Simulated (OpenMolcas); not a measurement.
W5+ among 2 point charges of -2.5 e arranged as a linear pair (D∞h).

- Program: OpenMolcas 26.06
- Method: SS-CASPT2, IPEA 0.25 Eh, imaginary shift 0.1 Eh (closed shells correlated: 4f 5s 5p)
- Basis: ANO-RCC-VDZP [7s6p4d2f1g]
- Scalar Hamiltonian: DKH2, point nucleus
- Active space: 1 electron in 5 orbitals (5d)
- State averaging: 2S+1 = 2 even, 5 roots
- Spin-orbit coupling: RASSI with atomic mean-field integrals over the reference wave functions

All point charges move together. At R = 1.91 Å the first state of the same spin is 22520 cm-1, and at R = 2.11 Å it is 17410 cm-1.

Problem. A third run gives 25080 cm-1. What distance was it run at?

Solution. With a power law R^-n the two known points give n = -ln(17410 / 22520) / ln(2.11 / 1.91) = 2.58. Then R = 1.91 × (22520 / 25080)^(1/2.58) = 1.832 Å. The run was at 1.83 Å, so the estimate is off by +0.002 Å.

Free-ion shares, where given, are those of the reference states; single-state CASPT2 does not remix them. This is an electrostatic model: the charges have no orbitals. No measured value stands beside these numbers.
